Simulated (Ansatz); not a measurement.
Pb₃Se₃ was relaxed with r2SCAN-D4 (def2-SVP) in Ansatz in these states: neutral quintet, neutral singlet, neutral triplet. The geometries follow in no particular order.

In the def2 sets Pb takes a core potential; there is no spin–orbit coupling.

A:

| atom | x (Å) | y (Å) | z (Å) |
| --- | --- | --- | --- |
| Pb1 | -1.161 | -1.199 | -0.540 |
| Pb2 | 1.690 | 0.068 | 0.463 |
| Pb3 | -1.192 | 2.546 | 0.175 |
| Se4 | 1.206 | -2.575 | -0.176 |
| Se5 | -0.757 | 0.228 | 1.862 |
| Se6 | 0.213 | 0.932 | -1.782 |

B:

```tsv
atom	x (Å)	y (Å)	z (Å)
Pb1	-1.8273	-0.1964	-0.2013
Pb2	1.4364	-1.0761	-0.4433
Pb3	0.7217	2.3491	1.1901
Se4	-0.7498	-2.4409	-1.2371
Se5	0.1122	-0.1428	2.0336
Se6	0.3068	1.5072	-1.3421
```

C:

Cartesian coordinates in Å:
```
Pb 0.387 -1.021 2.376
Pb -1.576 0.731 -0.653
Pb 0.865 -0.652 -2.734
Se -0.617 1.602 1.908
Se -0.275 -1.767 -0.369
Se 1.216 1.106 -0.528
```

Judge from the bond lengths which geometry belongs to which state (an estimate).

A is the neutral triplet (Pb1–Se6 2.823 Å, Pb1–Pb2 3.277 Å, Pb3–Se5 2.901 Å); B is the neutral singlet (Pb1–Se6 2.959 Å, Pb1–Pb2 3.389 Å, Pb3–Se5 2.700 Å); C is the neutral quintet (Pb1–Se6 3.695 Å, Pb1–Pb2 4.012 Å, Pb3–Se5 2.852 Å).

At PBE0-D4/def2-TZVP a singlet lies 1.59 eV below the neutral triplet. At PBE0-D4/def2-TZVP a singlet lies 3.76 eV below the neutral quintet. These are the stationary points nearest to one start from a short search; other shapes may lie lower in each state.
